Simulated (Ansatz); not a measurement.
Start from `C[O][SnH2][S]C` and change one atom or group to get `C[O][SnH2][Se]C`.

Ansatz, PBE0-D4/def2-TZVP geometries, multiplicity 1. Each molecule was computed in one conformer, which needn't be the lowest.

Elements past krypton have def2 core potentials. Scalar relativity is left out up to krypton.

```
                                      property  `C[O][SnH2][S]C`
       HOMO–LUMO gap (ωB97M-V/def2-TZVPP) / eV             10.36
            LUMO energy (PBE0/def2-TZVPP) / eV             -0.44
            HOMO energy (PBE0/def2-TZVPP) / eV             -6.92
size of the dipole moment (PBE/def2-TZVPP) / D              1.66
           HOMO energy (B3LYP/def2-TZVPP) / eV             -6.68
           HOMO–LUMO gap (PBE/def2-TZVPP) / eV              4.34
```

Problem. What does the change do to each property? (Best estimate.)

Solution. Computed: 
```json
{"property": "HOMO–LUMO gap (ωB97M-V/def2-TZVPP) / eV", "`C[O][SnH2][Se]C`": "9.99", "shift": "-0.37"}
{"property": "LUMO energy (PBE0/def2-TZVPP) / eV", "`C[O][SnH2][Se]C`": "-0.63", "shift": "-0.19"}
{"property": "HOMO energy (PBE0/def2-TZVPP) / eV", "`C[O][SnH2][Se]C`": "-6.73", "shift": "0.19"}
{"property": "size of the dipole moment (PBE/def2-TZVPP) / D", "`C[O][SnH2][Se]C`": "1.93", "shift": "0.27"}
{"property": "HOMO energy (B3LYP/def2-TZVPP) / eV", "`C[O][SnH2][Se]C`": "-6.50", "shift": "0.18"}
{"property": "HOMO–LUMO gap (PBE/def2-TZVPP) / eV", "`C[O][SnH2][Se]C`": "4.09", "shift": "-0.25"}
```

With PBE0 the HOMO rises by 0.19 eV and the LUMO falls by 0.19 eV, so the gap narrows by about 0.38 eV. PBE moves the HOMO by 0.12 eV and ωB97M-V by 0.23 eV. Dipoles are sizes alone; their direction can turn.

B3LYP here is the variant with VWN-RPA as its local correlation; programs differ in this.

Spin–orbit coupling is left out; it splits and shifts lone-pair levels of the heavy atoms by tenths of an eV.
